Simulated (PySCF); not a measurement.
## Worked example: oscillator strength and radiative lifetime

CH₈FNSi₂, SMILES N[C@H]([SiH3])[SiH2]F.

Coordinates come from a PBE-D3(BJ)/def2-SVP optimisation. The structure was generated by enumeration; whether it is a known compound was not checked. The values are those of a single conformer.

PySCF with TDA-PBE/def2-SVPD puts the first singlet state with f over 0.02 at 6.69 eV (vertical), with the transition dipole (0.369, 0.034, -0.018) in atomic units.

Find the oscillator strength, the wavelength and the radiative lifetime that this transition would have in vacuum if emission retraced absorption.


|μ|² = 0.1376 au, so |μ| = 0.94 D. ΔE = 6.69/27.211 = 0.2459 hartree. f = (2/3) ΔE |μ|² = 0.023 (the program prints 0.023).
λ = 1239.84/6.69 = 185 nm; ν = 53958 cm⁻¹.
Einstein's coefficient A = 0.6670 ν² f s⁻¹ (ν in cm⁻¹) = 4.4e7 s⁻¹, so τ = 1/A = 23 ns. This state is S7; the lower singlets have f = 0.014, 0.005, 0.010, 0.004, 0.008, 0.006. The figure is the radiative limit of this one transition; relaxation, internal conversion, crossing to triplets and a medium change what is measured.
